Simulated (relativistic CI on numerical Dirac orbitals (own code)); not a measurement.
# Os⁷⁵⁺: sensitivity of the levels to the model

Base calculation: Dirac-Coulomb-Breit CI, separate exchange-only KLI orbitals for each configuration, QED by a radiative potential.

Configuration list: 1s, 2s, 2p, 3s, 3p, 3d, 4s, 4p, 4d, 4f, 5s, 5p, 5d, 5f, 5g, 6s, 6p, 6d. Levels of other configurations are missing.

Variants: (1) QED terms removed; (2) non-relativistic limit. Shifts of the energy above 1s 2S_1/2, in eV, for the lowest level and the first level of each name with at least 55 % of one term (blank where a level changes its place among those of its configuration and J or its character, or is not in the variant):

```
     Level     Base    Δ(1)     Δ(2)
 1s 2S_1/2      0.0     0.0      0.0
2p 2P°_1/2  63701.2  +133.3  -4767.8
 2s 2S_1/2  63728.4  +111.7  -4794.2
2p 2P°_3/2  65579.7  +131.8  -6646.2
3p 2P°_1/2  76091.0  +135.6  -6242.8
 3s 2S_1/2  76099.0  +129.1  -6250.6
 3d 2D_3/2  76649.3  +136.4  -6801.1
3p 2P°_3/2  76650.6  +135.0  -6802.4
 3d 2D_5/2  76807.2  +136.0  -6959.0
4p 2P°_1/2  80346.2  +136.0  -6677.9
 4s 2S_1/2  80349.6  +133.3  -6681.1
 4d 2D_3/2  80580.0  +136.3  -6911.6
4p 2P°_3/2  80580.5  +135.8  -6912.1
4f 2F°_5/2  80646.9  +136.4  -6978.5
```
